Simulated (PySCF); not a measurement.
H₄SSi. Atoms are numbered in the order given.

```xyz
6

Si     0.0046    -1.0301     0.0000
S     -0.0811     1.1079     0.0000
H      0.6945    -1.5523     1.2057
H     -1.4101    -1.4682     0.0000
H      0.6945    -1.5523    -1.2057
H      1.2540     1.2686     0.0000
```

Geometry: r2SCAN-D4/def2-TZVP.

Method: PBE/def2-TZVPD run with PySCF.

ESP charges are fitted to the potential on shells at 1.4 to 2.0 van der Waals radii. Atomic charges (e):

```tsv
atom	meta-Löwdin	ESP fit
Si1	0.40	0.10
S2	-0.28	-0.26
H3	-0.08	-0.03
H4	-0.07	0.03
H5	-0.08	-0.03
H6	0.11	0.19
```
